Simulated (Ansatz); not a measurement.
CH₆OSSn (`[CH3][SnH]([OH])[SH]`), relaxed with RKS PBE-D4/def2-SVP in the Gaussian-basis code of Ansatz from a rough embedded geometry. The force threshold is 0.03 eV/Å; the program also tests the step.

Total charge 0; spin multiplicity 1. Sn takes the def2 core potential.

Start:

```xyz
10

C    -1.306    0.124    0.474
Sn    0.510    0.354   -0.502
O     0.974   -1.337   -1.365
S     2.279    0.910    1.114
H    -1.630    1.088    1.010
H    -2.151   -0.174   -0.212
H    -1.248   -0.693    1.276
H     0.404    1.585   -1.693
H     0.195   -1.628   -1.946
H     1.972   -0.230    1.843
```

(1) By how much does the energy fall, and how many steps does the optimiser take? (Estimate.)

(2) Which bonds change most? (Best estimate.)

(3) Give the relaxed structure. (An estimate is asked.)

## Answers

(1) Computed: 23.04 kJ/mol, in 5 steps, 1 of them rejected.

(2) Computed: C1–Sn2 from 2.075 to 2.168 Å; Sn2–O3 from 1.955 to 2.021 Å; C1–H5 from 1.149 to 1.107 Å; C1–H7 from 1.146 to 1.106 Å.

(3) Ansatz gave: 
```xyz
10

C    -1.399    0.121    0.532
Sn    0.479    0.387   -0.520
O     1.019   -1.352   -1.396
S     2.292    0.852    1.036
H    -1.678    1.077    1.015
H    -2.196   -0.185   -0.173
H    -1.269   -0.660    1.306
H     0.499    1.678   -1.680
H     0.280   -1.697   -1.934
H     1.973   -0.222    1.813
```
